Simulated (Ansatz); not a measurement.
A nudged elastic band was laid between two geometries of CH₆N₂Si (10 atoms, charge 0, multiplicity 1).

These are results of RHF/def2-SVP (Ansatz), not measurements.

| Property | Result |
| --- | --- |
| movable images | 5 |
| climbing image | yes |
| spring | 5.0 eV/Å² |
| optimiser | quadratic models (default) |
| start path | IDPP |
| force threshold | 0.05 eV/Å |
| iteration limit | 60 |
| end points | relaxed |

Image 0:

```xyz
10
Properties=species:S:1:pos:R:3
N -1.312 1.031 0.101
C -0.213 0.441 -0.083
N 0.882 0.952 -0.736
Si -0.175 -1.376 0.515
H -1.319 1.975 -0.263
H 0.908 1.934 -0.930
H 1.774 0.528 -0.590
H -0.937 -2.216 -0.433
H 1.232 -1.858 0.553
H -0.756 -1.463 1.868
```

Image 6:

```xyz
10
Properties=species:S:1:pos:R:3
N -0.871 1.510 0.230
C -0.093 0.585 -0.128
N 0.834 0.815 -1.120
Si -0.200 -1.218 0.518
H -1.536 1.205 0.920
H 0.940 1.778 -1.379
H 1.691 0.302 -1.088
H -0.903 -2.065 -0.471
H 1.165 -1.756 0.726
H -0.945 -1.207 1.795
```

Question: What changes between the two ends?

Answer: No bond is made or broken. The dihedral H5–N1–C2–Si4 changes from -177 to 2° by way of a nearly straight angle H5–N1–C2 (up to 177°), not by a turn about the bond.

Question: Give the energies along the band, and the barrier.

Answer: The forces met the threshold. The highest image is number 3 of 0 to 6, 27.6 kcal/mol above the first end and 28.0 kcal/mol above the last; the last end lies 0.4 kcal/mol below the first. A vibrational analysis at the climbing image gives one clearly imaginary mode, 1193i cm⁻¹: a first-order saddle point.

| image | path coordinate (Å) | energy (kcal/mol) | angle H5–N1–C2 (°) |
| --- | --- | --- | --- |
| 0 | 0.00 | 0.0 | 113 |
| 1 | 0.51 | 0.1 | 113 |
| 2 | 1.02 | 5.7 | 129 |
| 3 | 1.53 | 27.6 | 177 |
| 4 | 2.28 | 0.4 | 115 |
| 5 | 3.03 | -0.1 | 113 |
| 6 | 3.79 | -0.4 | 112 |

Question: What is the geometry of the highest image?

Answer: 
```xyz
10
Properties=species:S:1:pos:R:3
N -1.170 1.132 -0.106
C -0.123 0.487 -0.160
N 1.056 0.968 -0.697
Si -0.099 -1.265 0.638
H -1.994 1.655 -0.013
H 0.992 1.813 -1.231
H 1.754 0.319 -0.993
H -1.211 -2.054 0.063
H 1.179 -1.991 0.405
H -0.301 -1.116 2.097
```

Question: What are the harmonic wavenumbers there?

Answer: 1193i, 90, 245, 357, 413, 449, 486, 604, 682, 735, 776, 1015, 1032, 1033, 1172, 1346, 1744, 1936, 2299, 2342, 2351, 3785, 3921, 4155 cm⁻¹.

Time of the run: 4 min on 1 thread of Intel(R) Xeon(R) Platinum 8259CL CPU @ 2.50GHz (Skylake/Cascade Lake), on a shared host, peak memory 0.18 GiB.
